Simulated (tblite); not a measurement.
Problem. Write Cartesian coordinates for `C#C[C@@H]1[SiH2][SiH2][C@@H](F)[C@H]1F` as optimised with GFN2-xTB.

Solution. 
```xyz
17
C5H8F2Si2 angstrom
C      2.7723    0.2612    0.9931
C      1.9035    0.2590    0.1685
C      0.8419    0.2708   -0.8037
Si    -0.4491    1.6870   -0.4594
Si    -1.9288    0.2860    0.6580
C     -0.6800   -1.1898    0.5430
F     -1.2892   -2.4300    0.6203
C      0.0675   -1.0476   -0.7756
F     -0.8604   -1.0009   -1.8100
H      3.5460    0.2587    1.7008
H      1.2841    0.3815   -1.7984
H     -0.8535    2.2403   -1.7560
H      0.2518    2.7416    0.2812
H     -2.2170    0.5067    2.0785
H     -3.1570   -0.1206   -0.0221
H      0.0590   -1.1722    1.3533
H      0.7019   -1.9197   -0.9815
```

Orientation and origin are arbitrary. Atoms count from 1 in this order. Si5 (SiH2 silicon) has angles from 91.2° to 120.0°. The 5-membered ring C3–Si4–Si5–C6–C8 has internal angles of 91.2° to 110.2°; it is puckered, 0.23 Å rms from its mean plane, widest ring torsion 61°. Si4 (SiH2 silicon) has angles from 93.9° to 119.7°. The C–C distances run from 1.198 Å (C1≡C2, drawn triple) to 1.529 Å (C3–C8, drawn single), a spread of 0.331 Å.

Bonds between heavy atoms (Å): C1≡C2 1.198, C2–C3 1.440, C3–Si4 1.947, Si4–Si5 2.324, Si5–C6 1.937, C6–F7 1.384, C6–C8 1.522, C8–F9 1.390, C3–C8 1.529.

Structure optimised with GFN2-xTB, isolated species.

Point group: C1 (no symmetry element, even within 0.4 Å). Its GFN2-xTB frequencies are all real (lowest 52 cm⁻¹). One conformer, not necessarily the lowest (C2–C3–Si4–Si5 -97°, C3–Si4–Si5–C6 5°, Si4–Si5–C6–F7 -156°, Si5–C6–C8–F9 -56°). 2 starts were optimised and ended at 0.00 and 2.32 kcal/mol (GFN2-xTB); the lowest of these is shown.

These are computed values.
